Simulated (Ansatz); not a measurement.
Ga₄O₆, relaxed as a singlet with RKS PBE-D4/def2-SVP in Ansatz, starting from the GFN2-xTB geometry. Force threshold 0.03 eV/Å.

The restricted singlet is unstable towards broken spin symmetry in Hartree–Fock (as tested in another run); at PBE-D4/def2-SVP this wasn't settled. The structure comes from a short search, and lower isomers may exist.

Start:

```csv
atom,x (Å),y (Å),z (Å)
Ga1,-1.3796,-0.2533,-0.1083
Ga2,0.0812,-0.2918,-2.2554
Ga3,0.3508,0.1066,2.7517
Ga4,1.5000,0.8214,-0.3046
O5,-0.7922,-1.0677,1.4037
O6,-1.3438,-1.2058,-1.7118
O7,-1.5069,0.2396,1.6455
O8,-0.3097,1.0854,-0.8926
O9,1.5984,0.6909,1.3847
O10,1.8018,-0.1254,-1.9127
```

```json
{"step": "1", "energy (eV)": "-221716.8660", "largest force component (eV/Å)": "2.942", "SCF passes": "26"}
{"step": "2", "energy (eV)": "-221717.2204", "largest force component (eV/Å)": "1.425", "SCF passes": "25"}
{"step": "3", "energy (eV)": "-221717.3674", "largest force component (eV/Å)": "0.199", "SCF passes": "31"}
{"step": "4", "energy (eV)": "-221717.3797", "largest force component (eV/Å)": "0.357", "SCF passes": "30"}
{"step": "5", "energy (eV)": "-221717.3943", "largest force component (eV/Å)": "0.141", "SCF passes": "25"}
{"step": "6", "energy (eV)": "-221717.3996", "largest force component (eV/Å)": "0.151", "SCF passes": "25"}
{"step": "7", "energy (eV)": "-221717.4061", "largest force component (eV/Å)": "0.145", "SCF passes": "24"}
{"step": "8", "energy (eV)": "-221717.4103", "largest force component (eV/Å)": "0.268", "SCF passes": "25"}
{"step": "9 (rejected)", "energy (eV)": "-221717.3806", "largest force component (eV/Å)": "0.439", "SCF passes": "33"}
{"step": "10", "energy (eV)": "-221717.4179", "largest force component (eV/Å)": "0.129", "SCF passes": "26"}
{"step": "11", "energy (eV)": "-221717.4187", "largest force component (eV/Å)": "0.087", "SCF passes": "25"}
{"step": "12", "energy (eV)": "-221717.4197", "largest force component (eV/Å)": "0.084", "SCF passes": "24"}
{"step": "13", "energy (eV)": "-221717.4203", "largest force component (eV/Å)": "0.012", "SCF passes": "26"}
```

Force components are those of the run's own axes.

End:

```xyz
10

Ga   -1.4806   -0.2506   -0.1463
Ga    0.0627   -0.2327   -2.2731
Ga    0.5454    0.2976    2.7410
Ga    1.5507    0.6826   -0.2874
O    -0.6813   -0.8923    1.5137
O    -1.4349   -1.1546   -1.7865
O    -2.0661   -0.1108    1.5881
O    -0.2585    1.0741   -0.8386
O     1.9062    0.7334    1.4288
O     1.8564   -0.1468   -1.9397
```

Bonds lost: Ga3–O7 (atoms count from 1).

No frequencies were taken in this run, so the end may be a saddle point.

Run time 41 s (4 threads of Arm Neoverse V2 on a shared host).
